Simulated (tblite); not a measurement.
Species: C₇H₁₀F₂.
Geometry (GFN2-xTB, Å), atoms numbered from 1 in this order:
```
atom  x, y, z in Å
C1    -2.016   -0.507    1.185
C2    -1.292   -0.070    0.157
C3    -1.961    0.548   -1.037
C4     0.177   -0.159    0.152
C5     0.814   -1.140    1.091
C6     0.907    0.623   -0.649
C7     2.401    0.614   -0.713
F8     2.976    0.992    0.466
F9     2.839    1.504   -1.638
H10   -3.090   -0.432    1.179
H11   -1.580   -0.929    2.072
H12   -1.804    1.625   -1.050
H13   -1.561    0.134   -1.960
H14   -3.031    0.364   -1.004
H15    1.831   -1.376    0.792
H16    0.856   -0.714    2.093
H17    0.235   -2.060    1.131
H18    0.458    1.360   -1.295
H19    2.833   -0.368   -0.978
```

Calculated harmonic vibrations of the isolated species, GFN2-xTB (tblite), most abundant isotopes, no scaling. Against measured fundamentals such values can be off by several per cent, at times by over 20. One conformer, not necessarily the lowest.

Harmonic wavenumbers (cm⁻¹): 33.4, 61.9, 104.4, 147.2, 161.1, 196.1, 257.3, 317.9, 365.1, 384.3, 433.1, 483.2, 541.4, 543.7, 586.3, 701.0, 794.9, 809.5, 898.2, 950.4, 974.8, 994.9, 1021.3, 1030.0, 1038.0, 1041.3, 1124.3, 1141.3, 1240.7, 1257.2, 1297.3, 1331.5, 1396.6, 1399.5, 1417.7, 1478.7, 1482.9, 1485.9, 1492.0, 1673.3, 1681.1, 2839.4, 3011.2, 3012.7, 3031.6, 3037.0, 3052.8, 3058.4, 3116.6, 3117.0, 3145.8.

A = 2955, B = 892.6, C = 725.8 MHz; mass 132.075 u (most abundant isotopes); point group C1, symmetry number 1.

Question: Zero-point energy?

Answer: ½Σν̃ = 33097 cm⁻¹ = 94.63 kcal/mol.

Question: Entropy at 273.15 K, 1 bar (ideal gas, RRHO, classical rotation)?

Answer: Translation 40.14, rotation 29.25, vibration 28.29: S = 97.7 cal/(mol K).

Question: And Cp and H(273.15 K) − H(0)?

Answer: Cp = 36.54 cal/(mol K), of which vibrations give 28.59 (their classical limit is 51 R = 101.3); H(273.15 K) − H(0) = 6.18 kcal/mol without the zero-point energy, 4.01 from vibrations.

Question: Blend soft modes into free rotors: weight 1/[1 + (100 cm⁻¹/ν̃)⁴] for the oscillator and the rest for a rotor with moment μB/(μ + B), μ = h/(8π²ν), B = 10⁻⁴⁴ kg m². What vibrational entropy results?

Answer: 25.64 cal/(mol K) in place of 28.29, which changes −T·S at 273.15 K by +0.72 kcal/mol.

Question: Which modes carry the vibrational entropy at 273.15 K?

Answer: 33.4 cm⁻¹: 5.44; 61.9 cm⁻¹: 4.22; 104.4 cm⁻¹: 3.20; 147.2 cm⁻¹: 2.54; 161.1 cm⁻¹: 2.37; 196.1 cm⁻¹: 2.01 cal/(mol K); the other 45 give 8.50 together.

Hindered rotation and anharmonicity are outside this model. Other conformers, if any are populated, would add a mixing term that is left out. The structure is chiral; the term R ln 2 for an equal mix with its mirror image is left out.

On one thread of an Arm Neoverse N1, no GPU (shared host), this took 1.1 s wall. The figure is for the frequency step alone.
